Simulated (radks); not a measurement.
Question: Excited configurations of Ho: one electron is placed in a higher orbital outside [Xe] 4f11 6s1. The ground configuration is [Xe] 4f11 6s2. All-electron calculation, Dirac Kohn-Sham, PBE, spin-unpolarised, spherical densities, finite nucleus; open shells are shared between the two j in proportion to 2j + 1; Fermi nuclear charge, rms radius 5.2022 fm. Program: a radial shooting solver on a logarithmic mesh with Libxc functionals. Excitation = E - E(ground); binding = E(ion) - E, where the ion is the core of charge +1; n* = 1/sqrt(2 binding) in atomic units, and the quantum defect is n - n*. Eigenvalue and <r> are those of j = l + 1/2.

outer orbital  excitation (eV)  binding (eV)     n*  quantum defect  eigenvalue (eV)  <r> (bohr)
6p                       2.720         3.591  1.947           4.053           -1.715       5.711
7s                       4.114         2.198  2.488           4.512           -1.303       9.873
7p                       4.711         1.600  2.916           4.084           -0.910       12.92
7f                       5.839         0.473  5.365           1.635           -0.290       42.53

Estimate the row for 6d.

Answer: excitation (eV) 4.845; binding (eV) 1.466; n* 3.046; quantum defect 2.954; eigenvalue (eV) -0.711; <r> (bohr) 11.77. The Delta-SCF ionisation energy is 6.311 eV (NIST Atomic Spectra Database: 6.022 eV, measured). Self-interaction in the functional shifts the binding energies and quantum defects, so they are the method's values and not measured ones. Spin polarisation and multiplet splitting are left out, so open shells lie too high by an amount that depends on their filling. Sharing an open shell by 2j + 1 raises it above the true ground level by a part of the spin-orbit splitting, which enters the differences from NIST.

Beside tabulated values, note that spin-unpolarised runs miss the spin-polarisation part of the exchange energy of open shells.
